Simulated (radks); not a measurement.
Values are calculated unless marked as measured or tabulated.
All-electron atom: Ca II in [Ne] 3s2 3p5 4s1 3d1 (not the ground configuration). Code: a radial shooting solver on a logarithmic mesh with Libxc functionals. Model: non-relativistic Kohn-Sham, PBE, spin-polarised, spherical densities, point nucleus; open shells are filled with parallel spins first. Some entries of the table are withheld. Estimate them.

orbital  occ.  eigenvalue (eV)  <1/r> (bohr^-1)
1s up       1        -3940.102            19.54
1s down     1        -3939.789            19.54
2s up       1        -421.2381            4.009
2s down     1        -420.7647            4.011
2p up       3        -345.2416            3.938
2p down     3        -344.7011            3.939
3s up       1         -56.5458            1.212
3s down     1         -54.2393            1.211
3p up       3              (1)            1.092
3p down     2              (2)            1.089
3d up       1         -10.6052           0.7527
4s up       1          -9.8195           0.3776
3d down     0          -8.5643           0.7452

Answer. 
(1) 3p up eigenvalue (eV): -37.7386
(2) 3p down eigenvalue (eV): -35.4816
